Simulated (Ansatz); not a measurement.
Z-matrix (Å, degrees):
```
B
H 1 1.2065
H 1 1.2065 2 120.00
H 1 1.2065 2 120.00 3 179.94
```
Charge +1, spin multiplicity 2.

Level of theory: frozen-core CCSD(T)/cc-pVTZ // PBE0-D4/def2-SVP (Ansatz, a program for electronic structure). The geometry is that of the parent before the electron was removed.

HF energy: -25.94576 Ha
MP2 correlation energy: -0.08268 Ha

### Question
Estimate the CCSD correlation energy, the (T) correction, the total energy and the T1 diagnostic.

### Answer

- CCSD correlation energy: -0.10440 Ha
- (T) correction: -0.00197 Ha
- CCSD(T) total energy: -26.05213 Ha
- T1 diagnostic: 0.016
